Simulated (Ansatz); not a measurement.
`[CH3][GeH]1[CH2][NH]1` + `C=NBF` → `[F][GeH]1[CH2][NH]1` + `C=NBC` at 500 K and 1 bar (redistribution).

Gas-phase electronic energies from Ansatz, PBE0-D4/def2-TZVP geometries. CCSD(T)/CBS adds triple-zeta CCSD(T) − MP2 to the extrapolated MP2 energy (def2 sets, frozen cores). For Ge outer-core shells are correlated without core-valence functions, which leaves a few kJ/mol of doubt a bond. Scalar relativity is left out up to krypton. Each species was taken in one conformer, which may not be the lowest.

```csv
species,CCSD(T)/CBS energy (Eh),H − E (kJ/mol),S (J/(mol·K))
`[CH3][GeH]1[CH2][NH]1`,-2211.08837,269.8,385.8
`C=NBF`,-219.19469,151.8,332.2
`[F][GeH]1[CH2][NH]1`,-2271.04199,172.1,354.6
`C=NBC`,-159.21633,247.9,352.8
```

H − E and S are ideal-gas, rigid-rotor, harmonic terms from PBE0-D4/def2-TZVP, for one conformer and one mirror image of each species. 1 Eh = 2625.50 kJ/mol, R = 8.31446 J/(mol·K).

Question: By hand: ΔE, ΔH, ΔS and ΔG.

Answer: ΔE = (-2271.04199) + (-159.21633) − (-2211.08837) − (-219.19469) = 0.02474 Eh = 65.0 kJ/mol. Δ(H − E) = 172.1 + 247.9 − 269.8 − 151.8 = -1.6, so ΔH = 63.4 kJ/mol. ΔS = 354.6 + 352.8 − 385.8 − 332.2 = -10.6 J/(mol·K). ΔG = 63.4 − 500 × (-10.6)/1000 = 68.7 kJ/mol.

Question: By hand: the equilibrium constant, and the temperature at which ΔG would vanish if ΔH and ΔS stayed fixed.

Answer: log₁₀ K = −ΔG/(RT ln 10) = -7.2. ΔH and −TΔS have one sign here, so there is no such temperature.

The number of gas molecules stays the same, so ΔS is small and ΔH decides. A doubt of 5 kJ/mol in ΔE shifts log₁₀ K by 0.5 here. Other conformers and mirror images would add mixing entropy, several J/(mol·K) or more a flexible species. These are equilibria of isolated gas molecules and say nothing of rates. Largest T1 diagnostic: 0.014 (customary marks: 0.02 for closed shells, 0.045 for open ones).

ΔS is within the doubt of such terms, so its sign, and with it that verdict, could turn.
